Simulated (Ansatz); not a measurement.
Cost and result up the ladder for the cluster As₃S₃ (6 atoms). Total charge 0; doublet. Geometry: PBE0-D4/def2-SVP.

```csv
atom,x (Å),y (Å),z (Å)
As1,1.231,1.155,-0.612
As2,1.372,-1.104,0.349
As3,-2.010,0.050,0.414
S4,-0.570,-1.263,1.483
S5,0.742,-0.712,-1.783
S6,-0.766,1.873,0.149
```

Ansatz on 4 threads of Arm Neoverse V1 on a shared host. Times are rough, and most runs start from the orbitals of an earlier one. PBE0-D4/def2-TZVPD serves as the yardstick here, not as an exact answer. Differences are given only for rows in sets of like size (and for xTB, whose basis is part of the method), since another set adds its own error. Binding counts from free atoms at the same level (As quartet, S triplet; other spins of the atoms weren't run), without zero-point energy or a counterpoise term.

The 6-31G sets use Cartesian d functions. B3LYP takes the VWN-RPA correlation. Correlated methods freeze 42 core orbitals; core or outer-core shells of As are correlated, in sets that lack core-valence functions. The structure comes from a short search, and lower isomers may exist.

Correlated methods converge slowly with the basis.

```tsv
level	functions	binding energy per atom (eV)	difference from PBE0-D4/def2-TZVPD (eV)
PBE-D4/def2-TZVPD	300	3.10	0.21
B3LYP-D4/6-31G	126	2.18	–
PBE-D4/def2-SVP	150	3.03	–
PBE0-D4/def2-SVP	150	2.79	–
PBE0-D4/def2-TZVPD	300	2.88	0.00
B97M-V/def2-TZVPD	300	2.92	0.04
PBE-D4/def2-TZVP	255	3.09	0.21
MP2/def2-TZVP	255	2.70	-0.19
HF/6-31G	126	0.23	–
PBE0-D4/def2-TZVP	255	2.88	0.00
PBE-QIDH/def2-TZVP	255	2.73	-0.15
r2SCAN-D4/def2-TZVP (with forces)	255	2.89	0.01
B97M-V/def2-TZVP	255	2.92	0.04
RPA@PBE/def2-TZVP	255	2.48	-0.40
```

Question: Estimate how long each takes.

Answer: HF/6-31G 4 s; PBE-D4/def2-SVP 4.6 s; B3LYP-D4/6-31G 6.5 s; PBE0-D4/def2-SVP 8.5 s; PBE-D4/def2-TZVP 10 s; PBE-D4/def2-TZVPD 16 s; RPA@PBE/def2-TZVP 17 s; PBE0-D4/def2-TZVP 22 s; MP2/def2-TZVP 25 s; r2SCAN-D4/def2-TZVP (with forces) 27 s; PBE0-D4/def2-TZVPD 31 s; PBE-QIDH/def2-TZVP 31 s; B97M-V/def2-TZVP 36 s; B97M-V/def2-TZVPD 52 s. On shared hardware such times vary by a factor of up to 3.
